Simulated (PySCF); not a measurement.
Level of theory: B3LYP/[W def2-SVP with ECP60, F def2-SVP], scalar-relativistic core potentials, density fitting, no spin–orbit coupling, PySCF. Open shells, if any, are unrestricted.

Q: What spin state, shape and geometry does isolated WF₃⁺ take (every ligand bound to W)?

A: Formally W is in oxidation state +4, d2, with 2 unpaired electrons (the high-spin count). The Mulliken spin on W is 1.96. The polar-tensor charge on W, 2.56, is below the formal one. The lowest minimum found is a triplet of C2v symmetry with W–F 1.799 Å, W–F 1.816 Å (×2); F–W–F 104.4°, F–W–F 127.8° (×2). Its harmonic wavenumbers are 69 (b2), 108 (b1), 196 (a1), 725 (b2), 785 (a1), 808 (a1) cm⁻¹ and its dipole moment is 0.90 D about the centre of mass.

Other isomers or separated fragments may lie lower. Other spin states or occupations of the open shell can lie lower. With an element this heavy the missing spin–orbit coupling can shift these numbers.
